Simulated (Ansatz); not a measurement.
```xyz
5

O     1.9190    0.1060   -0.4752
C     0.7466    0.0197   -0.4525
Se   -0.7370    0.8273   -1.3474
Sb   -0.9490   -1.0308    0.4823
H    -0.9796    0.0779    1.7927
```

The species carries charge 0 and has multiplicity 1. Sb: def2 effective core potential.

(1) List the PBE/def2-TZVPP orbital energies in eV (Ansatz 0.2.0). (Best estimate.)

Results:

(1) The calculation gave: Occupied: -12302.79, -1562.76, -1403.54, -1403.51, -1403.47, -511.16, -272.29, -205.74, -151.07, -150.98, -150.83, -150.28, -103.25, -103.11, -103.05, -54.17, -54.16, -54.04, -53.97, -53.95, -33.57, -33.53, -33.49, -33.38, -33.35, -27.29, -18.91, -14.41, -12.81, -10.87, -10.72, -10.41, -8.20, -7.39, -6.27, -5.62. Lowest empty: -3.12, -2.26, -1.93, -0.72, 0.73, 1.83, 2.27, 2.50.
